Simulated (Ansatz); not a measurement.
Computed with Ansatz on PBE0-D4/def2-TZVP structures; ΔE is electronic, products minus reactants. CCSD(T)/CBS adds triple-zeta CCSD(T) − MP2 to the extrapolated MP2 energy (def2 sets, frozen cores). DFT in def2-TZVPP. B3LYP here is the variant with VWN-RPA as its local correlation; programs differ in this. For Ga outer-core shells are correlated without core-valence functions, which leaves a few kJ/mol of doubt a bond. Scalar relativity is left out up to krypton. One conformer a species, not always the lowest.

Consider the formal exchange of groups at a B–C bond: `CBCNC` + `[CH3][GaH2]` → `CB[CH2][GaH2]` + `CNC`.

```csv
level,ΔE (kcal/mol),difference from CCSD(T)/CBS
PBE-D4,-8.3,0.1
r2SCAN-D4,-8.1,0.3
PBE0-D4,-8.2,0.2
B3LYP-D4,-8.0,0.4
ωB97X-V,-7.1,1.3
ωB97M-V,-7.3,1.1
B2PLYP,-8.3,0.1
PBE,-8.4,0.0
r2SCAN,-8.2,0.2
PBE0,-8.3,0.1
B3LYP,-8.2,0.2
HF/def2-TZVPP,-7.8,0.6
MP2/def2-TZVPP,-8.9,-0.5
SCS-MP2/def2-TZVPP,-8.7,-0.3
CCSD/def2-TZVPP,-8.2,0.2
CCSD(T)/def2-TZVPP,-8.4,0.0
HF/def2-QZVPP,-7.8,0.6
MP2/def2-QZVPP,-8.8,-0.4
SCS-MP2/def2-QZVPP,-8.6,-0.2
HF/CBS(def2),-7.7,0.7
MP2/CBS(def2),-8.8,-0.4
CCSD/CBS(def2),-8.1,0.3
CCSD(T)/CBS,-8.4,0
```

Largest T1 diagnostic among the species: 0.012.

CCSD(T)/CBS has its own doubt, a few kJ/mol and more with outer-core shells, so smaller differences from it don't rank the levels.
